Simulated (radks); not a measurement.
Results of a calculation; reference values are marked as such.
Task: All-electron atom: Os+ in [Xe] 4f14 5d6 6s1 (the NIST ground configuration). Level of theory: Dirac Kohn-Sham, PBE, spin-unpolarised, spherical densities, point nucleus; open shells fill j = l - 1/2 first (a radial shooting solver on a logarithmic mesh with Libxc functionals). Some entries of the table are withheld. Estimate them.

orbital,occ.,eigenvalue (eV),r(max) (bohr)
1s1/2,2,(1),0.01102
2s1/2,2,-12845.66,0.06358
2p1/2,2,-12297.07,(2)
2p3/2,4,-10765.64,(3)
3s1/2,2,-2994.954,0.1790
3p1/2,2,-2750.000,0.1674
3p3/2,4,-2416.031,0.1818
3d3/2,4,(4),0.1421
3d5/2,6,(5),0.1461
4s1/2,2,-638.0298,0.4052
4p1/2,2,-535.3009,0.4044
4p3/2,4,-456.8596,0.4344
4d3/2,4,-288.5273,0.4295
4d5/2,6,-274.0008,0.4389
5s1/2,2,-99.0256,0.9148
5p1/2,2,-67.4268,0.9751
4f5/2,6,(6),0.4033
4f7/2,8,(7),0.4081
5p3/2,4,-55.2337,1.057
5d3/2,4,-14.5976,(8)
5d5/2,2,-13.5172,(9)
6s1/2,1,-13.0643,2.404

Result: 
(1) 1s1/2 eigenvalue (eV): -73777.69
(2) 2p1/2 r(max) (bohr): 0.04710
(3) 2p3/2 r(max) (bohr): 0.05415
(4) 3d3/2 eigenvalue (eV): -2006.566
(5) 3d5/2 eigenvalue (eV): -1934.240
(6) 4f5/2 eigenvalue (eV): -61.0156
(7) 4f7/2 eigenvalue (eV): -58.2111
(8) 5d3/2 r(max) (bohr): 1.332
(9) 5d5/2 r(max) (bohr): 1.375
